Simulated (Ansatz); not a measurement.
`N#[C][SnH2][Cl]` + `[CH3]`• → `N#[C][SnH][Cl]`• + CH₄ at 500 K and 1 bar (hydrogen abstraction from the Sn–H bond).

Calculated with Ansatz (gas phase, PBE0-D4/def2-TZVP geometries, no zero-point term in ΔE). CCSD(T)/CBS is the MP2 limit (def2-TZVPP, def2-QZVPP) plus CCSD(T) − MP2 in def2-TZVPP, frozen cores. This one scheme is used for every species. Open shells (•) are unrestricted, without spin–orbit coupling. Elements past krypton have def2 core potentials. For Sn outer-core shells are correlated without core-valence functions, which leaves a few kJ/mol of doubt a bond.

```tsv
species	CCSD(T)/CBS energy (Eh)	H − E (kJ/mol)	S (J/(mol·K))
`N#[C][SnH2][Cl]`	-767.77261	97.2	384.9
`[CH3]`•	-39.78218	97.2	216.4
`N#[C][SnH][Cl]`•	-767.14461	73.3	382.9
CH₄	-40.46206	135.6	206.8
```

H − E and S are ideal-gas, rigid-rotor, harmonic terms from PBE0-D4/def2-TZVP, for one conformer and one mirror image of each species, with the whole ground term of open shells counted as degenerate. 1 Eh = 2625.50 kJ/mol, R = 8.31446 J/(mol·K).

Problem. By hand: ΔE, ΔH, ΔS and ΔG.

Solution. ΔE = (-767.14461) + (-40.46206) − (-767.77261) − (-39.78218) = -0.05188 Eh = -136.2 kJ/mol. Δ(H − E) = 73.3 + 135.6 − 97.2 − 97.2 = 14.5, so ΔH = -121.7 kJ/mol. ΔS = 382.9 + 206.8 − 384.9 − 216.4 = -11.6 J/(mol·K). ΔG = -121.7 − 500 × (-11.6)/1000 = -115.9 kJ/mol.

Problem. By hand: the equilibrium constant, and the temperature at which ΔG would vanish if ΔH and ΔS stayed fixed.

Solution. log₁₀ K = −ΔG/(RT ln 10) = 12.1. ΔG = 0 at ΔH/ΔS = 10491 K, far beyond where these terms or the molecules hold.

The number of gas molecules stays the same, so ΔS is small and ΔH decides. A doubt of 5 kJ/mol in ΔE shifts log₁₀ K by 0.5 here. Other conformers and mirror images would add mixing entropy, several J/(mol·K) or more a flexible species. These are equilibria of isolated gas molecules and say nothing of rates. Largest T1 diagnostic: 0.016 (customary marks: 0.02 for closed shells, 0.045 for open ones).
